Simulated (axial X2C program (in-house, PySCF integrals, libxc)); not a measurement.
## PbAs: a run with one poor setting

All values were computed with an axial X2C code built on PySCF integrals. Two-component (2c) means X2C with spin–orbit coupling and atomic mean-field two-electron Coulomb and Gaunt terms. Basis: Pb dyall-v2z [10s12p9d5f], As dyall-v2z [7s8p5d] (cores contracted in-house); Gaussian nuclei, density fitting, unrestricted open shells. Masses: Pb 207.977 u, As 74.922 u.

One setting of this run was spoiled on purpose, so its numbers are not properties of PbAs. Level: r2SCAN0, two-component; state Ω = 3/2 (⟨Sz⟩ = 0.55, ⟨Lz⟩ = 0.95 at r2SCAN0).

| R (Å) | E − E(lowest point) (eV) | SCF iterations |
| --- | --- | --- |
| 2.215 | not converged | 6 |
| 2.317 | not converged | 6 |
| 2.393 | not converged | 6 |
| 2.470 | not converged | 6 |
| 2.546 | not converged | 6 |
| 2.635 | not converged | 6 |
| 2.724 | not converged | 6 |
| 2.839 | not converged | 6 |
| 2.979 | not converged | 6 |
| 3.183 | not converged | 6 |

Output at the reference distance (the second, level-shifted attempt; the first did not converge):

```
two-component X2C + atomic mean field  r2SCAN0
basis functions 182  fitting functions 1125  grid points 5800
iter        total energy     max residual
   1     -23151.958904442     2.14e-01
   2     -23151.963668246     2.80e-03
   3     -23151.963771718     2.78e-03
NOT converged
one-electron -32825.95567745  Coulomb 9611.82459292  exact exchange -117.92519835  xc functional -361.34207347  nuclear repulsion 562.43265230  atomic mean-field constant -20.99806767
```

Task: Which setting was spoiled?
A. virtual space cut too low
B. an excited determinant was followed
C. density fitting set too sparse
D. integration grid too coarse
E. too few iterations allowed

Result: E. Too few iterations allowed: 3 iterations an attempt, two attempts.
